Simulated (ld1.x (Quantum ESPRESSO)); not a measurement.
Which change was made? (Nb, TM)

```
Element                 : Nb
Generator               : ld1.x (Quantum ESPRESSO) 7.5
Type                    : norm-conserving Troullier–Martins (Kleinman–Bylander form)
Functional              : LDA (PZ)
Relativity              : scalar-relativistic
Frozen core             : [Ar] 3d10 4s2
Valence charge          : 11
Reference configuration : 4p6 4d4 5s1 5p0
Partial waves           : 5s (bound): rc 3.30 bohr; 4d (bound): rc 1.70 bohr; 4p (bound): rc 1.20 bohr
Local potential         : the p channel
Core correction         : none
```

Cutoffs, loose and tight: the cutoffs (Ry, on a coarse ladder) from which the occupation-weighted sum of valence levels, in a spherical-Bessel basis at the reference potential, stays within 10 and 1 mRy of its value at 400 Ry. They do not see the model core or the augmentation charge, which bear on the density cutoff. Test errors are all-electron minus pseudo excitation energies from the reference, over the configurations 4p6 4d4 5s0 5p0; 4p6 4d3 5s0 5p0; 4p6 4d2 5s0 5p0; 4p6 4d3 5s1 5p0; 4p6 4d4 5s0 5p1; 4p6 4d4.5 5s0.5 5p0; 4p5 4d4 5s1 5p0 (two spin-polarised tests are not counted in the largest error); variants that change the core or the reference have their own tests. The largest error is taken over the tests solved by every variant that gives reliable tests at all, those not shown here included: 4p6 4d2 5s0 5p0; 4p6 4d3 5s0 5p0; 4p6 4d3 5s1 5p0; 4p6 4d4 5s0 5p0; 4p6 4d4 5s0 5p1; 4p6 4d4.5 5s0.5 5p0.

The base gives: outcome: generated; cutoff, loose: 70 Ry; cutoff, tight: 120 Ry; bound ghosts: s; largest test error (meV): +53.

Question: After one change the result is: outcome: generated; cutoff, loose: 180 Ry; cutoff, tight: 300 Ry; bound ghosts: s; largest test error (meV): +55. Which change was it?
A. wave 4p (bound): rc 1.20 bohr becomes 4p (bound): rc 1.54 bohr
B. wave 4p (bound): rc 1.20 bohr becomes 4p (bound): rc 1.40 bohr
C. wave 4p (bound): rc 1.20 bohr becomes 4p (bound): rc 0.98 bohr
D. wave 4p (bound): rc 1.20 bohr becomes 4p (bound): rc 1.80 bohr

Answer: C. The others give: wave 4p (bound): rc 1.20 bohr becomes 4p (bound): rc 1.80 bohr → outcome: generated; cutoff, loose: 40 Ry; cutoff, tight: 50 Ry; bound ghosts: s; largest test error (meV): +69 | wave 4p (bound): rc 1.20 bohr becomes 4p (bound): rc 1.54 bohr → outcome: generated; cutoff, loose: 45 Ry; cutoff, tight: 90 Ry; bound ghosts: s; largest test error (meV): +58 | wave 4p (bound): rc 1.20 bohr becomes 4p (bound): rc 1.40 bohr → outcome: generated; cutoff, loose: 55 Ry; cutoff, tight: 100 Ry; bound ghosts: s; largest test error (meV): +55.
